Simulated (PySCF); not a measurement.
# Spin-rotation constants: `n1nc(Cl)c(Br)[nH]1`, C2HBrClN3

Geometry:
```
atom   x (Å)   y (Å)  z (Å)
 Cl1   2.643  -0.373  0.149
  C2   0.953  -0.418  0.229
  N3   0.215  -1.522  0.016
  N4  -1.022  -1.241  0.147
  N5  -1.147   0.044  0.448
  C6   0.078   0.623  0.515
 Br7   0.337   2.420  0.911
  H8  -2.048   0.476  0.596
```

Method: GIAO B3LYP/pcSseg-1 magnetisability, rotational g tensor and spin-rotation constants, non-relativistic, gas phase (PySCF). Geometry: GFN2-xTB.

The calculation is non-relativistic, which matters for the atoms heavier than Zn.

Give the nuclear spin-rotation constants along the inertial axes (H = +C I·J) beside the isotropic shieldings.

Rotational constants 2.1572, 1.1256, 0.7396 GHz. A star marks the isotopologue with that one atom substituted, in its own axes.
```tsv
atom	isotope	Caa (kHz)	Cbb (kHz)	Ccc (kHz)	mean (kHz)	σ (ppm)
Cl1	35Cl	0.692	0.123	0.161	0.325	781.7
N3	14N	0.479	0.351	0.047	0.292	-127.1
N4	14N	0.663	0.257	0.059	0.326	-140.7
N5	14N	0.318	0.208	0.069	0.198	1.8
Br7	79Br	1.455	2.484	1.167	1.702	2149.1
H8	1H	-0.023	0.046	-0.084	-0.020	21.0
C2	13C*	0.682	0.543	0.178	0.468	33.3
C6	13C*	0.895	0.397	0.150	0.481	48.5
```
For the geometry as given, no vibrational averaging.
